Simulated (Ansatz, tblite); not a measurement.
Cost and result up the ladder for Zr₆O₂₀H₁₆ (42 atoms). The state is a singlet with charge 0. Geometry: PBE-D4/def2-SVP.

```xyz
42

Zr   -0.434   -1.528   -2.580
Zr    1.947    0.115   -0.258
Zr    0.004    2.653    0.766
Zr    0.316   -3.306    0.005
Zr   -2.335    0.807   -0.728
Zr   -0.609   -0.570    1.696
O     3.691    0.444    0.674
O     3.204   -1.077   -1.427
O     0.312    4.598    0.369
O     1.766    2.275   -0.425
O    -0.846   -0.435    3.644
O     1.054    0.914    1.860
O     1.110   -0.084   -2.377
O     1.082   -1.525    0.728
O     1.272   -2.762   -1.768
O    -0.796   -2.750    1.785
O    -0.028    3.268    2.683
O    -1.521    2.785   -0.801
O    -0.227    0.584   -0.141
O    -1.770    1.383    1.527
O    -0.547   -2.202   -4.390
O    -4.200    1.357   -0.843
O    -1.208   -2.738   -1.108
O    -1.896   -0.204   -2.342
O     0.736   -5.181    0.339
O    -2.399   -0.930    0.510
H     3.778    0.936    1.507
H     4.072   -1.191   -0.995
H     0.458    4.945   -0.528
H     2.554    2.841   -0.355
H    -0.839    0.285    4.295
H     1.436    1.135    2.729
H     1.935   -0.317   -2.856
H     2.177   -2.293   -1.731
H    -1.608   -3.154    2.141
H     0.073    4.238    2.736
H    -2.041    3.596   -0.932
H    -2.304    1.713    2.272
H    -1.004   -2.380   -5.224
H    -5.134    1.603   -0.855
H     1.008   -6.101    0.448
H    -2.239   -1.748   -0.051
```

Ansatz on 2 threads of AMD EPYC 7R13 on a shared host and a share (18 GiB) of an NVIDIA H100 80GB HBM3; xTB runs through tblite on one thread. Times are rough, summed over both states, and most runs start from the orbitals of an earlier one. PBE0-D4/def2-SVP serves as the yardstick here, not as an exact answer. The other state is a doublet.

In the def2 sets Zr takes a core potential; there is no spin–orbit coupling. The xTB rows come from tblite. Single mean-field runs in def2-SVP are fitted with def2-universal-jkfit.

Run but left out: PBE-D4/def2-SVP (charge +1 doublet: an occupied level 0.05 eV above an empty one).

Raw xTB energies of ions are shifted by several eV.

```tsv
level	functions	wall time	vertical IE (eV)	difference from PBE0-D4/def2-SVP (eV)
GFN2-xTB	150	0.45 s	11.55	2.32
GFN1-xTB	166	0.47 s	12.12	2.89
r2SCANh-D4/def2-SVP	546	30 s	8.88	-0.35
PBE0-D4/def2-SVP (with forces)	546	31 s	9.23	0.00
```
